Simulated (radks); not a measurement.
Valence configurations of Pm (all share [Xe]). All-electron calculation, scalar-relativistic Kohn-Sham, PBE, spin-polarised, spherical densities, finite nucleus; open shells are filled with parallel spins first (spin-orbit coupling, left out, can overturn this in heavy ions); Fermi nuclear charge, rms radius 4.962 fm. Program: a radial shooting solver on a logarithmic mesh with Libxc functionals. Energies are relative to 4f5 6s2; eigenvalues in eV for spin up.

| valence | E (eV) | moment (Bohr magnetons) | e(4f) | e(5d) | e(6p) | e(6s) |
|---|---|---|---|---|---|---|
| 4f5 6s2 | 0.000 | 5 | -3.158 | - | - | -3.623 |
| 4f4 6s2 6p1 | 5.497 | 5 | -11.742 | - | -2.424 | -5.447 |
| 4f4.5 5d0.5 6s2 | 1.088 | 5 | -5.760 | -2.602 | - | -3.896 |
| 4f5 6s1 6p1 | 1.747 | 7 | -4.250 | - | -2.036 | -4.577 |
| 4f5 5d1 6s1 | 1.111 | 7 | -1.894 | -1.508 | - | -3.455 |
| 4f3.5 5d0.5 6s2 6p1 | 9.399 | 5 | -14.872 | -5.891 | -2.482 | -5.668 |
| 4f4 6p3 | 10.767 | 7 | -13.716 | - | -3.435 | - |
| 4f3.5 5d1.5 6s1 6p1 | 8.338 | 7 | -12.590 | -4.806 | -2.210 | -5.230 |
| 4f5 5d0.5 6s1.5 | 0.635 | 6 | -2.491 | -1.744 | - | -3.553 |

NIST lists [Xe] 4f5 6s2 as the ground configuration; this level of theory agrees among the configurations tried. The energies are those of spherical high-spin densities, not of single terms. No valid solution was reached for [Xe] 4f6 6s1.
